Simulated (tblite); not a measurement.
Calculated harmonic vibrations of the isolated species, GFN2-xTB (tblite), most abundant isotopes, no scaling. Against measured fundamentals such values can be off by several per cent, at times by over 20. Modes of hydrogen on phosphorus and silicon can be 10 to 20 % off. One conformer each. Thermal functions are those of the rigid rotor and harmonic oscillator, without mixing of conformers.

Task: Order these by their ideal-gas entropy at 200 K and 1 bar, highest first (J/(mol K)).
A. `COC[C@@]1(C#N)O[C@H]1F`
B. `N#C/C(=N/C1CC1)C#C`
C. `c1cc2ccoc2cn1`
D. `[SiH3]PC1=CC=CC=N1`

Result: A (355.7), B (345.5), D (341.4), C (292.0).

```json
{"SMILES": "COC[C@@]1(C#N)O[C@H]1F", "atoms": "15", "mass (u)": "131.04", "symmetry number": "1", "modes under 300 cm⁻¹": "7", "ZPE (kJ/mol)": "277.8", "S translation (J/(mol K))": "161.4", "S rotation": "117.3", "S vibration": "77.1", "S": "355.7", "Cp": "110.4"}
{"SMILES": "C#C/C(C#N)=N\\C1CC1", "atoms": "15", "mass (u)": "118.05", "symmetry number": "1", "modes under 300 cm⁻¹": "6", "ZPE (kJ/mol)": "284.0", "S translation (J/(mol K))": "160.1", "S rotation": "117.6", "S vibration": "67.8", "S": "345.5", "Cp": "108.1"}
{"SMILES": "[SiH3]Pc1ccccn1", "atoms": "16", "mass (u)": "141.02", "symmetry number": "1", "modes under 300 cm⁻¹": "5", "ZPE (kJ/mol)": "286.9", "S translation (J/(mol K))": "162.3", "S rotation": "117.4", "S vibration": "61.7", "S": "341.4", "Cp": "107.6"}
{"SMILES": "c1cc2ccoc2cn1", "atoms": "14", "mass (u)": "119.04", "symmetry number": "1", "modes under 300 cm⁻¹": "2", "ZPE (kJ/mol)": "268.1", "S translation (J/(mol K))": "160.2", "S rotation": "112.4", "S vibration": "19.4", "S": "292.0", "Cp": "73.6"}
```

Entropies and Cp are for 200 K and 1 bar.
